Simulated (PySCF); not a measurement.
B3LYP has the VWN-RPA correlation part, as in Gaussian. Delta-SCF ions had no search for a lower state. Excitations are Tamm–Dancoff values on a coarser integration grid. The basis has no diffuse functions, so Rydberg states are missing or too high.

Species: ClF3Ge, SMILES `[F][Ge]([F])([F])[Cl]` (charge 0, multiplicity 1).

Q: Estimate the S1–T1 gap (TDA), HOMO and vertical ionisation energy (Delta-SCF) that B3LYP-D3(BJ)/def2-TZVP in PySCF 2.14.0 returns for this input.

A: 
```
Property                                    Value
--------------------------------------  ---------
S1–T1 gap (TDA)                           0.55 eV
HOMO                                    -10.35 eV
vertical ionisation energy (Delta-SCF)   13.29 eV
```
